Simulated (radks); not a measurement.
All-electron atom: Be in [He] 2s1 5s1 (not the ground configuration).

Method: scalar-relativistic Kohn-Sham, PBE, spin-polarised, spherical densities, finite nucleus; open shells are filled with parallel spins first; Fermi nuclear charge, rms radius 2.519 fm; computed with a radial shooting solver on a logarithmic mesh with Libxc functionals.

Energy parts (hartree):
total: -14.33724
kinetic: 14.29130
electron-nucleus: -32.09035
Hartree: 6.01098
exchange-correlation: -2.54917

Orbitals (lengths in bohr, moments of r in powers of bohr; <r^-3> diverges for s and p1/2; r(90%) holds 90 % of the orbital's charge):
orbital  occ.  eigenvalue (hartree)    <1/r>  <r^-3>   <r^4>  r(90%)
1s up       1              -4.27528    3.669       -  0.1563   0.757
1s down     1              -4.25629    3.669       -  0.1548   0.757
2s up       1              -0.47989   0.6275       -   62.86    3.50
5s up       1              -0.02312  0.05726       -  519100    32.2

The highest occupied level is 5s up at -0.629 eV. The electron density at the nucleus is 35.71 e/bohr^3 (large components only). The density falls to 0.001 e/bohr^3 at r = 3.45 bohr. The spin density at the nucleus is 0.9963 e/bohr^3 (1s 0.0190, 2s 0.9594, 5s 0.0179).
